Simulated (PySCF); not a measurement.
Compound: VI4 (doublet state).
Bonds: V1–I2, V1–I3, V1–I4, V1–I5.

Computed by this run: PBE0-D3(BJ)/def2-SVP geometry optimisation, gas phase, def2 core potentials past Kr (PySCF); unrestricted, density fitting, grid level 1; the optimiser is geomeTRIC in internal coordinates, started from a GFN2-xTB structure with every atom displaced at random (about 0.03 Å).

The end geometry, which sets the zero of energy:
```
atom  x, y, z in Å
V1      0.0210   -0.0227   -0.0146
I2      0.0072   -0.0748    2.4711
I3      2.3528   -0.0166   -0.8859
I4     -1.1083    2.0402   -0.8185
I5     -1.1978   -2.0366   -0.8142
```

**Question.** These geometries come from the run, each turned onto the end geometry. Order them by energy, lowest first.
A.
```
atom  x, y, z in Å
V1      0.0327   -0.0526    0.0026
I2     -0.0162   -0.0383    2.4798
I3      2.3527    0.0029   -0.9144
I4     -1.0849    1.9991   -0.7938
I5     -1.2095   -2.0217   -0.8363
```
B.
```
atom  x, y, z in Å
V1      0.0617   -0.0771    0.0122
I2      0.0133   -0.0299    2.5172
I3      2.3087   -0.0019   -0.8948
I4     -1.0990    2.0735   -0.8243
I5     -1.2099   -2.0750   -0.8724
```
C.
```
atom  x, y, z in Å
V1      0.0327   -0.0436   -0.0034
I2     -0.0085   -0.0519    2.4835
I3      2.3564   -0.0052   -0.9062
I4     -1.0982    2.0249   -0.8058
I5     -1.2075   -2.0347   -0.8302
```

**Answer.** C (0.003 eV), A (0.010 eV), B (0.090 eV).

In the order of the answer:

```
step  E above end (eV)  largest force (eV/Å)  rms force component (eV/Å)  rms distance from end (Å)  rms bond change (Å)  bond most changed (Å)
   2             0.003                  0.12                       0.039                      0.025                0.003           V1–I4 +0.005
   1             0.010                  0.23                       0.098                      0.040                0.012           V1–I4 -0.017
   0             0.090                  1.40                       0.488                      0.060                0.063           V1–I4 +0.098
```

The cost below is that of the whole optimisation. Hardware: Arm Neoverse V2, one thread, no GPU, shared host. Cost: 6.0 min wall, 0.66 GiB resident at most.
